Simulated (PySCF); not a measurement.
## Two-component Hartree-Fock for Hf (hafnium, neutral)

Start: [Xe] 4f14 5d4; 5d5/2 filled at m_j = -1/2, +1/2, +3/2, +5/2. Calculated with PySCF 2.14 in x2c-TZVPall-2c with one added diffuse shell each of s, p, d type (12s12p11d2f, 117 functions): generalised Hartree-Fock with the X2C-1e Hamiltonian and a Gaussian nucleus; spin-orbit coupling (SO) screened by Boettger's factors. This is a chosen level, not necessarily the ground level.

| spinor shell | electrons | ε, screened SO (eV) | weight of nominal j (screened SO) | rms radius, screened SO (bohr) |
| --- | --- | --- | --- | --- |
| 1s1/2 | 2 | -65670.6 | 1.000 | 0.0215 |
| 2s1/2 | 2 | -11363.3 | 1.000 | 0.0869 |
| 2p1/2 | 2 | -10832.6 | 1.000 | 0.0740 |
| 2p3/2 | 4 | -9635.2 | 1.000 | 0.0812 |
| 3s1/2 | 2 | -2645.8 | 1.000 | 0.222 |
| 3p1/2 | 2 | -2410.7 | 1.000 | 0.214 |
| 3p3/2 | 4 | -2149.5 | 1.000 | 0.228 |
| 3d3/2 | 4 | -1756.0 | 1.000 | 0.202 |
| 3d5/2 | 6 | -1699.5 | 1.000 | 0.206 |
| 4s1/2 | 2 | -560.75 | 1.000 | 0.498 |
| 4p1/2 | 2 | -463.09 | 1.000 | 0.508 |
| 4p3/2 | 4 | -402.73 | 1.000 | 0.541 |
| 4d3/2 | 4 | -241.67 | 1.000 | 0.571 |
| 4d5/2 | 6 | -230.31 | 1.000 | 0.582 |
| 5s1/2 | 2 | -76.661 | 1.000 | 1.23 |
| 5p1/2 | 2 | -46.640 | 0.965 | 1.39 |
| 5p3/2 | 4 | -38.236 | 0.982 | 1.49 |
| 4f5/2 | 6 | -28.666 | 0.995 | 0.748 |
| 4f7/2 | 8 | -26.938 | 0.996 | 0.754 |
| 5d5/2 | 4 | -4.638 | 0.651 | 3.10 |

```json
{"quantity": "E (hartree)", "screened SO": "-15082.60382"}
{"quantity": "M_J", "screened SO": "4"}
{"quantity": "⟨J²⟩", "screened SO": "20.017"}
{"quantity": "⟨L²⟩", "screened SO": "6.218"}
{"quantity": "⟨S²⟩", "screened SO": "6.068"}
```

Each row is a mean over spinors that exchange with the open shell spreads, by up to 4.100 eV (5p3/2).

Rows whose weight is well below 1 are mixtures of j = l ± 1/2: exchange outweighs spin-orbit coupling there, and the label is only the starting occupation.

Breit and QED terms are absent; they matter most for the inner s and p1/2 levels.

Densities and radii are taken from the X2C orbitals without a picture-change correction, which distorts them close to the nucleus.
